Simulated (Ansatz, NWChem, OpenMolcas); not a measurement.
**How methods differ on SnHCl3O (SMILES [OH][Sn]([Cl])([Cl])[Cl])**

SnHCl3O has 6 atoms, charge 0, and is taken as a singlet. As SMILES, `[OH][Sn]([Cl])([Cl])[Cl]`. Geometry: relaxed at PBE0-D4/def2-TZVP.

| atom | x (Å) | y (Å) | z (Å) |
| --- | --- | --- | --- |
| O | -0.6743 | 0.4775 | 1.3636 |
| Sn | 0.2519 | -0.2010 | -0.1899 |
| Cl | 1.9312 | -1.5297 | 0.5953 |
| Cl | -1.1754 | -1.4113 | -1.5195 |
| Cl | 1.1050 | 1.5259 | -1.4392 |
| H | -1.3961 | 1.0745 | 1.1436 |

Quantity: the energy change with the Sn2–Cl4 bond stretched from 2.296 to 2.984 Å, in eV. The values are calculated.

```tsv
level	kind	program	value (eV)	less CCSD(T)/def2-SVP	CPU time (all runs)
PBE/def2-SVP (core potential) (restricted)	GGA	OpenMolcas	1.19	-0.34	63 s
B3LYP/def2-SVP (core potential) (restricted)	global hybrid	NWChem	1.28	-0.25	45 s
r2SCAN0/def2-SVP (core potential) (restricted)	hybrid meta-GGA	Ansatz	1.58	+0.05	56 s
PBE-QIDH/def2-SVP (core potential) (restricted)	double hybrid	Ansatz	1.69	+0.16	35 s
MP2/def2-SVP (core potential) (restricted)	perturbation theory	Ansatz	1.64	+0.11	11 s
BCCD(T)/def2-SVP (core potential) (restricted)	coupled cluster or CI	Ansatz	1.53	0.00	2 min
CCSD(T)/def2-SVP (core potential) (restricted)	coupled cluster or CI	Ansatz	1.53	0.00	96 s
CCSD/def2-SVP (core potential) (restricted)	coupled cluster or CI	Ansatz	1.60	+0.07	65 s
```

Differences are taken from CCSD(T)/def2-SVP (core potential) (restricted) for orientation; it has basis-set and higher-order errors of its own. The first shape isn't each level's own minimum. The values span 1.19 to 1.69 eV. In the correlated wave-function rows the outer d shell of Sn is correlated, in sets not made for it. Times are those of the runs behind each value, whatever else they computed, on shared processors of several kinds: orders of magnitude only.
